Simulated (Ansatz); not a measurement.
As3⁺. The state is a singlet with charge 1. Geometry relaxed at r2SCAN-D4/def2-TZVP.

```xyz
3

As   -0.509   -1.019   -0.717
As    1.311    0.294   -0.085
As   -0.802    0.725    0.802
```

The structure comes from a short search, and lower isomers may exist.

Q: Estimate the harmonic wavenumbers at RKS r2SCAN-D4/def2-TZVP (Ansatz, unscaled). Is this a minimum?

A: 278, 278, 379 cm⁻¹. Yes, no mode is imaginary beyond noise. Zero-point energy 5.6 kJ/mol. Run time 11 s (4 threads of AMD EPYC 7R43 on a shared host).
